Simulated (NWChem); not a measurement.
System: C2HF3OSi; SMILES FC1=CO[Si]1(F)F

NWChem input:

```
start job
memory heap 200 mb stack 900 mb global 1100 mb
geometry units angstroms noautosym nocenter noautoz
  F      1.067397     2.253458     0.000000
  C      0.218732     1.231193     0.000000
  C     -1.141859     1.198804     0.000000
  O     -1.570006    -0.141962     0.000000
  Si     0.091310    -0.610876     0.000000
  F      0.501044    -1.494179    -1.288600
  F      0.501044    -1.494179     1.288600
  H     -1.919118     1.979543     0.000000
end
basis spherical
  F library def2-svp
  C library def2-svp
  O library def2-svp
  Si library def2-svp
  H library def2-svp
end
dft
  xc m06-2x
  iterations 150
end
cosmo
  do_cosmo_smd true
  solvent water
end
task dft energy
```

Excerpt of the output:

```
             Northwest Computational Chemistry Package (NWChem) 7.3.0
             --------------------------------------------------------

                             Geometry "geometry" -> ""
                             -------------------------

 Output coordinates in angstroms (scale by  1.889725989 to convert to a.u.)

  No.       Tag          Charge          X              Y              Z
 ---- ---------------- ---------- -------------- -------------- --------------
    1 F                    9.0000     1.06739700     2.25345800     0.00000000
    2 C                    6.0000     0.21873200     1.23119300     0.00000000
    3 C                    6.0000    -1.14185900     1.19880400     0.00000000
    4 O                    8.0000    -1.57000600    -0.14196200     0.00000000
    5 Si                  14.0000     0.09131000    -0.61087600     0.00000000
    6 F                    9.0000     0.50104400    -1.49417900    -1.28860000
    7 F                    9.0000     0.50104400    -1.49417900     1.28860000
    8 H                    1.0000    -1.91911800     1.97954300     0.00000000

 Effective nuclear repulsion energy (a.u.)     383.7554027945

                                 NWChem DFT Module
                                 -----------------

 Summary of "ao basis" -> "ao basis" (spherical)
 ------------------------------------------------------------------------------
       Tag                 Description            Shells   Functions and Types
 ---------------- ------------------------------  ------  ---------------------
 F                          def2-svp                 6       14   3s2p1d
 C                          def2-svp                 6       14   3s2p1d
 O                          def2-svp                 6       14   3s2p1d
 Si                         def2-svp                 8       18   4s3p1d
 H                          def2-svp                 3        5   2s1p

 in cosmo_initialize ...
 calling solv_data for solv:h2o

 solvent parameters
 solvname_short: h2o
 solvname_long:  water
 dielec:       78.4000
 dielecinf:     1.7769
 aqueous SMD model solvent descriptors
 dielec:       78.4000
 sola:          0.8200

          ---------------
          -cosmo- solvent
          ---------------
 Cosmo: York-Karplus, doi: 10.1021/jp992097l
 dielectric constant -eps-     =  78.40
 screen = (eps-1)/(eps    )    =   0.98724
 surface charge correction     = lagrangian

   van der Waals surface
 --------------------------

[...]

                                COSMO-SMD solvation results
                                ---------------------------

             internal energy in gas <Psi(g)|H|Psi(g)> =      -740.537562857946
         internal energy in solvent <Psi(s)|H|Psi(s)> =      -740.536545897096
                               delta internal energy  =         0.001016960850 (    0.64 kcal/mol)
   total free energy in solvent <Psi(s)|H+V/2|Psi(s)> =      -740.546152941524
 polarization energy contribution <Psi(s)|V/2|Psi(s)> =        -0.009607044428 (   -6.03 kcal/mol)
    total free energy in solvent including G(SMD-CDS) =      -740.539034105823
                       G(SMD-CDS) energy contribution =         0.007118835701 (    4.47 kcal/mol)
     1 M fixed-concentration free energy of solvation =        -0.001471247877 (   -0.92 kcal/mol)

                       DFT Final Molecular Orbital Analysis
                       ------------------------------------

 Vector   29  Occ=2.000000D+00  E=-4.629111D-01
              MO Center= -1.3D+00,  1.5D-01, -3.9D-09, r^2= 1.9D+00
   Bfn.  Coefficient  Atom+Function         Bfn.  Coefficient  Atom+Function
  ----- ------------  ---------------      ----- ------------  ---------------
    46      0.515625  4 O  px                49      0.360162  4 O  px
    16     -0.187949  2 C  s                103      0.174733  8 H  s
    32     -0.171958  3 C  px                64     -0.166857  5 Si px
    59      0.136985  5 Si s                 17     -0.134557  2 C  s
    44     -0.132008  4 O  s                 45     -0.118141  4 O  s

 Vector   30  Occ=2.000000D+00  E=-4.110756D-01
              MO Center=  2.0D-01,  9.0D-01, -5.3D-09, r^2= 2.5D+00
   Bfn.  Coefficient  Atom+Function         Bfn.  Coefficient  Atom+Function
  ----- ------------  ---------------      ----- ------------  ---------------
    19      0.289693  2 C  py                32      0.261687  3 C  px
    59     -0.261342  5 Si s                 17     -0.251910  2 C  s
    18     -0.251413  2 C  px                 5      0.249611  1 F  py
     4     -0.203015  1 F  px                65     -0.200879  5 Si py
     8     -0.186781  1 F  py               103     -0.157179  8 H  s

 Vector   31  Occ=2.000000D+00  E=-3.149034D-01
              MO Center= -5.0D-01,  9.3D-01,  1.5D-09, r^2= 2.2D+00
   Bfn.  Coefficient  Atom+Function         Bfn.  Coefficient  Atom+Function
  ----- ------------  ---------------      ----- ------------  ---------------
    20      0.396019  2 C  pz                48     -0.355533  4 O  pz
    34      0.315994  3 C  pz                51     -0.311928  4 O  pz
    23      0.279662  2 C  pz                 6      0.235819  1 F  pz
    37      0.205276  3 C  pz                 9     -0.203212  1 F  pz
    71      0.065931  5 Si d -1              79     -0.031927  6 F  py

 Vector   32  Occ=0.000000D+00  E= 1.139623D-02
              MO Center= -4.7D-01,  8.5D-01,  6.4D-08, r^2= 2.6D+00
   Bfn.  Coefficient  Atom+Function         Bfn.  Coefficient  Atom+Function
  ----- ------------  ---------------      ----- ------------  ---------------
    37      0.603717  3 C  pz                34      0.464130  3 C  pz
    23     -0.426691  2 C  pz                69     -0.416319  5 Si pz
    20     -0.320305  2 C  pz                66     -0.164840  5 Si pz
    77     -0.144962  6 F  s                 91      0.144962  7 F  s
     9      0.138950  1 F  pz                 6     -0.128656  1 F  pz

[...]
```

Level: M06-2X/def2-SVP, SMD on the gas-phase geometry. All runs use the structure optimised with PBE-D3(BJ)/def2-SVP. Solvent: water.
